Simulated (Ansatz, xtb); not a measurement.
**Two isomers of CH2FSe+**

We compare a, `[H]/[Se+]=C\F`, a singlet, with b, `[H]/[Se+]=C/F`, a singlet. Both are isolated ions in the gas phase, relaxed with PBE0-D3(BJ)/def2-SVP.

a (Å):

```yaml
atoms:
  - { symbol: C, position_ang: [-0.6802, 0.4557, -0.0680] }
  - { symbol: F, position_ang: [-0.5677, -0.3994, -0.9919] }
  - { symbol: Se, position_ang: [0.5195, 0.6703, 1.2370] }
  - { symbol: H, position_ang: [-1.5839, 1.0873, -0.1026] }
  - { symbol: H, position_ang: [1.4043, -0.4041, 0.7273] }
```

b (Å):

```
atom    x (Å)    y (Å)   z (Å)
   C   0.5479  -1.1626  1.1930
   F   0.1621  -2.1940  0.5735
  Se   1.9295  -0.2126  0.5698
   H  -0.0168  -0.9142  2.1072
   H   1.8320   0.7539  1.6843
```

Energies in hartree; the thermal terms are from PBE0-D3(BJ)/def2-SVP harmonic frequencies (ideal gas, rigid rotor, one conformer each, 298.15 K, 1 atm) and include the zero-point energy:

```
                                 a            b
E, CCSD(T)/def2-TZVPP  −2538.748050  −2538.747690
    zero-point energy      0.027037      0.027096
         H(298 K) − E      0.031583      0.031640
         G(298 K) − E      0.000298      0.000354
```

Task: Work out ΔE, ΔE₀, ΔH and ΔG for a → b in kcal/mol (1 Eh = 627.51 kcal/mol) and the equilibrium ratio [b]/[a].

Result: 1. ΔE = −2538.747690 − (−2538.748050) = +0.000360 Eh = +0.23 kcal/mol.
2. ΔE₀ = ΔE + ΔZPE = +0.000360 + (+0.000059) Eh = +0.26 kcal/mol.
3. ΔH = ΔE + (+0.000057) Eh = +0.26 kcal/mol.
4. ΔG = ΔE + (+0.000056) Eh = +0.26 kcal/mol, so ΔS = (ΔH − ΔG)/T = 0.0 J/(mol K).
5. kT = 0.9442 mEh, so K = [b]/[a] = exp(−ΔG/kT) = exp(−0.44) ≈ 0.64.

The two are too close for this level to say which is favoured. An error of 1 kcal/mol in ΔG would change K by a factor of 5.4. Mirror images and further conformers aren't counted.

As drawn, both hold the same kinds of bond in the same numbers.

Other levels gave ΔE = +0.7 (GFN2-xTB); +0.9 (HF/STO-3G, GFN2-xTB geometries); +0.5 (r2SCAN-D4/def2-SVP, GFN2-xTB geometries); +0.6 (PBE0-D3(BJ)/def2-SVP); +0.1 (HF/def2-TZVPP); +0.2 (MP2/def2-TZVPP) kcal/mol. The correlated steps freeze 11 core orbitals; the filled d shell of Se is correlated, in a basis made for valence electrons. Programs: Ansatz 0.2.0, xtb 6.7.1.
